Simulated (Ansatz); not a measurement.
Consider the redistribution: `C[SiH2][SiH2]Br` + `BC(B)=C` → `BC(=C)[SiH2]C` + `B[SiH2]Br`.

Computed with Ansatz on PBE0-D4/def2-TZVP structures; ΔE is electronic, products minus reactants. CCSD(T)/CBS is the MP2 limit (def2-TZVPP, def2-QZVPP) plus CCSD(T) − MP2 in def2-TZVPP, frozen cores. For Br outer-core shells are correlated without core-valence functions, which leaves a few kJ/mol of doubt a bond. Scalar relativity is left out up to krypton. One conformer a species, not always the lowest.

```json
{"species": "`C[SiH2][SiH2]Br`", "SCS-MP2/def2-TZVPP energy (Eh)": "-3193.02259"}
{"species": "`BC(B)=C`", "SCS-MP2/def2-TZVPP energy (Eh)": "-129.12017"}
{"species": "`BC(=C)[SiH2]C`", "SCS-MP2/def2-TZVPP energy (Eh)": "-433.24188"}
{"species": "`B[SiH2]Br`", "SCS-MP2/def2-TZVPP energy (Eh)": "-2888.88704"}
```

**Question.** Work out ΔE.

**Answer.** ΔE = (-433.24188) + (-2888.88704) − (-3193.02259) − (-129.12017) = 0.01384 Eh = +36.3 kJ/mol. CCSD(T)/CBS gives +38.0 kJ/mol.

Largest T1 diagnostic among the species: 0.011.
